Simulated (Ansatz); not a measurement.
Tl2H2⁻ (the lowest doublet isomer of a short search). Total charge -1; doublet. Geometry r2SCAN-D4/def2-TZVPD, basis def2-TZVPD, Ansatz.

```csv
atom,x (Å),y (Å),z (Å)
Tl1,0.337,0.748,-1.346
Tl2,-0.895,-0.898,0.938
H3,0.865,-0.952,-0.220
H4,-0.307,1.102,0.629
```

| run | HOMO (eV) | LUMO (eV) |
| --- | --- | --- |
| A | 0.68 | 2.23 |
| B | 0.54 | 2.31 |
| C | -0.22 | 2.94 |
| D | 0.89 | 2.03 |
| E | -0.84 | 3.54 |
| F | 0.16 | 2.78 |

In the def2 sets Tl takes a core potential; there is no spin–orbit coupling. The structure comes from a short search, and lower isomers may exist.

HOMO and LUMO are taken over both spins.

The runs used BHLYP, CAM-B3LYP, PBE0, r2SCAN, r2SCANh, ωB97X-V. Estimate which is which.

A r2SCANh (10 % exact exchange); B PBE0 (25 % exact exchange); C CAM-B3LYP (range-separated); D r2SCAN (0 % exact exchange); E ωB97X-V (range-separated); F BHLYP (50 % exact exchange). Exact exchange lowers occupied and raises empty levels; among semilocal functionals meta-GGAs tend to open the gap a little, and such runs are hard to tell apart. The gap grows from 1.13 eV (r2SCAN) to 4.38 eV (ωB97X-V). At r2SCANh-D4/def2-TZVPD, PBE0-D4/def2-TZVPD, r2SCAN-D4/def2-TZVPD, BHLYP-D4/def2-TZVPD the highest occupied level of the charge -1 doublet lies above zero (up to 0.89 eV). By energy differences its removal costs 0.99 eV (vertical, to the charge 0 singlet, at r2SCAN-D4/def2-TZVPD); a positive level beside a positive removal energy at the same level points to self-interaction error.
